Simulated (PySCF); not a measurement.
C₃H₉BrSi, SMILES C[Si](C)(C)Br (PBE0/def2-SVP optimised geometry):

```
14

C     -0.929    -1.657    -1.416
Si    -0.239    -0.644     0.000
C     -0.928     1.098     0.000
C      1.633    -0.644     0.000
Br    -0.910    -1.630     1.918
H     -0.629    -1.218    -2.382
H     -0.555    -2.692    -1.378
H     -2.028    -1.690    -1.379
H     -0.553     1.670     0.862
H     -0.630     1.626    -0.921
H     -2.028     1.087     0.050
H      2.015    -0.169    -0.919
H      2.028    -1.670     0.047
H      2.028    -0.087     0.864
```

Computed with PBE0/def2-TZVP (PySCF 2.14.0).

Question: What are the frontier orbital energies and the dipole moment?

Answer: HOMO-2 -9.20 eV, HOMO-1 -7.92 eV, HOMO -7.92 eV, LUMO 0.82 eV, LUMO+1 0.92 eV; dipole moment 2.43 D.

On the same geometry PySCF with PBE/def2-TZVP gives HOMO-2 -7.84 eV, HOMO-1 -6.66 eV, HOMO -6.66 eV, LUMO -0.03 eV, LUMO+1 0.07 eV; dipole moment 2.35 D.

Meta-Löwdin charges at PBE0/def2-TZVP: C1 -0.61, Si2 0.95, C3 -0.61, C4 -0.61, Br5 -0.33, H6 0.13, H7 0.14, H8 0.14, H9 0.14, H10 0.13, H11 0.14, H12 0.13, H13 0.14, H14 0.14.
